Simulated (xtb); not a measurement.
xtb input (GFN2-xTB):

```bash
xtb mol.xyz --gfn 2 --sp --chrg -1 --uhf 0
```
mol.xyz:
```
3

C     -1.07726718     0.31070560    -0.28901821
S      0.51175678    -0.09098563     0.09072573
H     -1.72450539    -0.40846356     0.28249763
```

Output:

```
           -------------------------------------------------
          |                Calculation Setup                |
           -------------------------------------------------

           -------------------------------------------------
          |                 G F N 2 - x T B                 |
           -------------------------------------------------

        Reference                      10.1021/acs.jctc.8b01176
      * Hamiltonian:
        H0-scaling (s, p, d)           1.850000    2.230000    2.230000
        zeta-weighting                 0.500000
      * Dispersion:
        s8                             2.700000
        a1                             0.520000
        a2                             5.000000
        s9                             5.000000
      * Repulsion:
        kExp                           1.500000    1.000000
        rExp                           1.000000
      * Coulomb:
        alpha                          2.000000
        third order                    shell-resolved
        anisotropic                    true
        a3                             3.000000
        a5                             4.000000
        cn-shift                       1.200000
        cn-exp                         4.000000
        max-rad                        5.000000

          ...................................................
          :                      SETUP                      :
          :.................................................:
          :  # basis functions                  15          :
          :  # atomic orbitals                  14          :
          :  # shells                            6          :
          :  # electrons                        12          :
          :  max. iterations                   250          :
          :  Hamiltonian                  GFN2-xTB          :
          :  restarted?                      false          :
          :  GBSA solvation                  false          :
          :  PC potential                    false          :
          :  electronic temp.          300.0000000     K    :
          :  accuracy                    1.0000000          :
          :  -> integral cutoff          0.2500000E+02      :
          :  -> integral neglect         0.1000000E-07      :
          :  -> SCF convergence          0.1000000E-05 Eh   :
          :  -> wf. convergence          0.1000000E-03 e    :
          :  Broyden damping             0.4000000          :
          :  net charge                         -1          :
          :  unpaired electrons                  0          :
          ...................................................

 iter      E             dE          RMSdq      gap      omega  full diag
   1     -5.9065860 -0.590659E+01  0.112E+01    1.67       0.0  T
   2     -5.9314190 -0.248331E-01  0.687E+00    0.89       1.0  T
   3     -5.9897769 -0.583578E-01  0.555E+00    1.46       1.0  T
   4     -6.0212149 -0.314380E-01  0.128E+00    1.15       1.0  T
   5     -6.0203524  0.862478E-03  0.849E-01    1.19       1.0  T
   6     -6.0215481 -0.119570E-02  0.176E-01    1.13       1.0  T
   7     -6.0216094 -0.612858E-04  0.557E-02    1.15       1.0  T
   8     -6.0216019  0.745173E-05  0.727E-02    1.15       1.0  T
   9     -6.0216143 -0.124077E-04  0.357E-03    1.14      16.2  T
  10     -6.0216143 -0.479700E-08  0.782E-04    1.14      73.9  T
  11     -6.0216143  0.588845E-10  0.269E-04    1.14     214.4  T

   *** convergence criteria satisfied after 11 iterations ***

         #    Occupation            Energy/Eh            Energy/eV
      -------------------------------------------------------------
         1        2.0000           -0.4496208             -12.2348
         2        2.0000           -0.3210374              -8.7359
         3        2.0000           -0.2131595              -5.8004
         4        2.0000           -0.1650698              -4.4918
         5        2.0000           -0.1539175              -4.1883
         6        2.0000           -0.0862382              -2.3467 (HOMO)
         7                         -0.0442015              -1.2028 (LUMO)
         8                          0.1209768               3.2919
         9                          0.2291272               6.2349
        10                          0.2314758               6.2988
        11                          0.2661215               7.2415
       ...                                ...                  ...
        14                          0.7463220              20.3085
      -------------------------------------------------------------
                  HL-Gap            0.0420367 Eh            1.1439 eV
             Fermi-level           -0.0652199 Eh           -1.7747 eV

 SCC (total)                   0 d,  0 h,  0 min,  0.001 sec
 SCC setup                      ...        0 min,  0.000 sec (  3.911%)
 Dispersion                     ...        0 min,  0.000 sec (  1.936%)
 classical contributions        ...        0 min,  0.000 sec (  0.741%)
 integral evaluation            ...        0 min,  0.000 sec ( 16.220%)
 iterations                     ...        0 min,  0.001 sec ( 56.997%)
 molecular gradient             ...        0 min,  0.000 sec ( 15.267%)
 printout                       ...        0 min,  0.000 sec (  4.466%)

         :::::::::::::::::::::::::::::::::::::::::::::::::::::
         ::                     SUMMARY                     ::
         :::::::::::::::::::::::::::::::::::::::::::::::::::::
         :: total energy              -5.990152625783 Eh    ::
         :: gradient norm              0.014147647728 Eh/a0 ::
         :: HOMO-LUMO gap              1.143876361121 eV    ::
         ::.................................................::
         :: SCC energy                -6.021614337113 Eh    ::
         :: -> isotropic ES            0.132401532621 Eh    ::
         :: -> anisotropic ES         -0.002591509106 Eh    ::
         :: -> anisotropic XC          0.004524566686 Eh    ::
         :: -> dispersion             -0.001213613565 Eh    ::
         :: repulsion energy           0.031461711330 Eh    ::
         :: add. restraining           0.000000000000 Eh    ::
         :: total charge              -1.000000000000 e     ::
         :::::::::::::::::::::::::::::::::::::::::::::::::::::

           -------------------------------------------------
          |                Property Printout                |
           -------------------------------------------------

    * Orbital Energies and Occupations

         #    Occupation            Energy/Eh            Energy/eV
      -------------------------------------------------------------
         1        2.0000           -0.4496208             -12.2348
         2        2.0000           -0.3210374              -8.7359
         3        2.0000           -0.2131595              -5.8004
         4        2.0000           -0.1650698              -4.4918
         5        2.0000           -0.1539175              -4.1883
         6        2.0000           -0.0862382              -2.3467 (HOMO)
         7                         -0.0442015              -1.2028 (LUMO)
         8                          0.1209768               3.2919
         9                          0.2291272               6.2349
        10                          0.2314758               6.2988
        11                          0.2661215               7.2415
        12                          0.2797460               7.6123
        13                          0.4030656              10.9680
        14                          0.7463220              20.3085
      -------------------------------------------------------------
                  HL-Gap            0.0420367 Eh            1.1439 eV
Note: The following floating-point exceptions are signalling: IEEE_DENORMAL
normal termination of xtb
             Fermi-level           -0.0652199 Eh           -1.7747 eV

     #   Z          covCN         q      C6AA      α(0)
     1   6 C        1.894    -0.174    36.105     9.704
     2  16 S        0.977    -0.715   172.382    22.207
     3   1 H        0.921    -0.112     5.991     3.828

 Mol. C6AA /au·bohr⁶  :        465.513282
 Mol. C8AA /au·bohr⁸  :      17600.887243
 Mol. α(0) /au        :         35.739084

Wiberg/Mayer (AO) data.
largest (>0.10) Wiberg bond orders for each atom

 ---------------------------------------------------------------------------
     #   Z sym  total        # sym  WBO       # sym  WBO       # sym  WBO
 ---------------------------------------------------------------------------
     1   6 C    2.855 --     2 S    1.880     3 H    0.975
     2  16 S    1.893 --     1 C    1.880
     3   1 H    0.988 --     1 C    0.975
 ---------------------------------------------------------------------------

Topologies differ in total number of bonds
Writing topology from bond orders to xtbtopo.mol

molecular dipole:
                 x           y           z       tot (Debye)
 q only:        0.026       0.107      -0.087
   full:       -0.168      -0.241       0.193       0.893
molecular quadrupole (traceless):
                xx          xy          yy          xz          yz          zz
 q only:       -2.448       0.068       1.192      -0.176       0.184       1.256
  q+dip:       -2.954       1.526       1.437      -1.407       0.461       1.517
   full:       -2.969       1.534       1.224      -1.450       1.589       1.745

           -------------------------------------------------
          | TOTAL ENERGY               -5.990152625783 Eh   |
          | GRADIENT NORM               0.014147647728 Eh/α |
          | HOMO-LUMO GAP               1.143876361121 eV   |
           -------------------------------------------------

------------------------------------------------------------------------
------------------------------------------------------------------------
 total:
 SCF:
```

It need not be the lowest isomer of its formula. Whether it binds its extra electron was not tested at this geometry.
